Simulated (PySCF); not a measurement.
# C₆ coefficients of unlike pairs at PBE

Calculated with PySCF 2.14 from the dipole response of each species, C₆(A,B) = (3/π) ∫ α_A(iu) α_B(iu) du, in atomic units, from isotropic polarisabilities. For ions this is the dispersion term alone; charge-induced terms of lower order in 1/R come first.

```csv
species,configuration,basis,relativity,α (bohr³),C₆ (like pair)
S²⁺,[Ne] 3s2 3p2 (3P),def2-QZVPPD (10s7p5d2f1g),none,7.312,26.49
Ni⁺,[Ar] 3d9 (2D),aug-cc-pwCVTZ-DK (10s9p7d4f3g),spin-free X2C,9.023,29.46
Sn³⁺,[Kr] 4d10 5s1 (2S),aug-cc-pwCVTZ-PP with ECP28MDF (8s7p6d4f1g),core potential,8.710,34.92
Co,[Ar] 3d7 4s2 (4F),"aug-cc-pVTZ with one added diffuse shell each of s, p, d, f, g type (9s8p6d4f3g)",none,55.41,473.7
```

**Question.** Estimate C₆ for Sn³⁺ with Ni⁺.

**Answer.** The integral gives 31.99. The combination rule 2 C_A C_B / (C_A α_B/α_A + C_B α_A/α_B) gives 31.84 and the geometric mean 32.08.

No spin-orbit coupling is included.

The other pairs:

```json
{"pair": "Ni⁺, S²⁺", "C₆": "27.50"}
{"pair": "Co, S²⁺", "C₆": "99.13"}
{"pair": "Co, Sn³⁺", "C₆": "112.6"}
{"pair": "Co, Ni⁺", "C₆": "106.8"}
{"pair": "Sn³⁺, S²⁺", "C₆": "29.95"}
```
